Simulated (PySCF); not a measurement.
BiH₂F, SMILES [F][BiH2].

Geometry: B3LYP-D3(BJ)/def2-TZVP. The def2 effective core potentials stand for the cores of Bi; spin–orbit coupling is left out.

These are PySCF with HF/def2-TZVPD values and carry that method's errors.

Symmetry labels are those of the subgroup Cs that the program uses (full group Cs).

Computed valence orbital energies around the gap with their symmetry:
| orbital | symmetry | energy (eV) |
|---|---|---|
| HOMO−7 | A' | -36.76 |
| HOMO−6 | A' | -36.65 |
| HOMO−5 | A' | -21.49 |
| HOMO−4 | A' | -15.94 |
| HOMO−3 | A" | -15.90 |
| HOMO−2 | A' | -15.24 |
| HOMO−1 | A" | -12.21 |
| HOMO | A' | -10.63 |
| LUMO | A' | 0.90 |
| LUMO+1 | A' | 1.47 |
| LUMO+2 | A" | 1.94 |
| LUMO+3 | A' | 3.45 |
